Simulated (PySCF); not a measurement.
All values below come from PBE-D3(BJ)/def2-TZVP // PBE0-D4/def2-SVP run with PySCF 2.14.0. All species are isolated molecules in the gas phase. One relaxed conformer stands for a flexible species; it need not be the lowest. Excitations are Tamm–Dancoff values on a coarser integration grid. The basis has no diffuse functions, so Rydberg states are missing or too high.

Reference species (SMILES): `c12cc(cc(B)c1ccs2)B` (neutral, multiplicity 1).

```json
{
  "T1 excitation (TDA)": "2.52 eV",
  "S1 oscillator strength": "0.090",
  "S1 excitation (TDA)": "3.26 eV",
  "HOMO–LUMO gap": "2.75 eV"
}
```

After one change: the T1 excitation (TDA) falls by 0.04 eV; the S1 oscillator strength falls by 0.056; the S1 excitation (TDA) drops by 0.16 eV; the HOMO–LUMO gap falls by 0.04 eV.

Q: Which change was made? The new species is one of these.
(A) `Bc1cc(B)c2sccc2c1`
(B) `Bc1cc2c(B)cccc2s1`
(C) `Bc1ccc2c(B)csc2c1`
(D) `Bc1ccc2scc(B)c2c1`

A: A, `Bc1cc(B)c2sccc2c1`
